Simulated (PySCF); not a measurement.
## How methods differ on the excitation energy of Ga

Ga [Ar] 3d10 4s2 4p1 (2P) → Ga [Ar] 3d10 4s1 4p1 5s1 (4P), as a difference of total energies. All numbers are calculated (PySCF 2.14, scalar relativity by spin-free X2C-1e, in x2c-TZVPPall with one added diffuse shell each of s, p, d type (7s6p5d1f, 57 functions)). Correlated levels: valence and next inner shell: [Ne] frozen. The calculations carry no spin-orbit coupling.

```tsv
method	excitation energy (eV)
UHF	7.403
MP2 (valence and next inner shell)	8.504
SCS-MP2 (valence and next inner shell)	8.682
CCSD (valence and next inner shell)	8.626
CCSD(T) (valence and next inner shell)	8.701
```

How much does correlation contribute at CCSD(T) (valence and next inner shell)?

8.701 − (7.403) = 1.298 eV, measured against UHF.

A first-order spin-orbit estimate (lowest level to lowest level, LS coupling) adds -0.018 eV.

The upper state lies above the first ionisation limit, but in LS coupling its spin forbids autoionisation to the ground ion. A Rydberg-like electron needs more diffuse functions than a valence basis has.

The promoted electron is Rydberg-like, and one or two diffuse shells describe it only roughly, which tends to raise the upper state.
